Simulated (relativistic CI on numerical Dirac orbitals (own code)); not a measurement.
Calculated at this level of theory: Dirac-Coulomb-Breit CI, separate exchange-only KLI orbitals for each configuration, a model potential for QED, unscaled Slater integrals (own radial code, finite nucleus).

The strongest absorption lines from the ground level of an ion, among the configurations computed and to levels below about 53 eV (vacuum wavelength in nm, gf): 23.790 (0.73), 30.132 (0.027), 30.350 (0.019), 31.219 (0.017), 31.798 (0.055), 32.662 (0.11), 34.648 (0.46).

(1) Which ion is it?
A. Au⁷⁺
B. Au⁵⁺
C. Ir⁵⁺
D. Tl⁹⁺

Results:

(1) A. Au⁷⁺ has 72 electrons and the ground level 5p6.5d4 5D_0; the strongest line goes to 5p6.5d3.5f 5F°_1. The pattern of lines fixes the number of electrons, and along that sequence the line energies rise steadily with the charge (about as its square where n changes within one kind of shell, about linearly where n is kept but much faster in heavy ions where fine structure, which grows about as Z⁴, sets the gap, and irregularly where shells cross), which fixes Z. Configurations outside the model, such as inner-shell arrays, can give stronger lines. At this charge configurations can still be misplaced by up to about 7 % of their energy. Terms inside the open d or f shell come out 10 to 20 % too wide with unscaled integrals. Levels and lines within the n = 5 or 6 shells can be off by up to 10 % or somewhat more, and those that change n by about 2 %, since core polarisation is missing.

LS names give the leading component of a level, which can be under half, so a name can repeat, a term be missing and a line seem to break the LS rules.
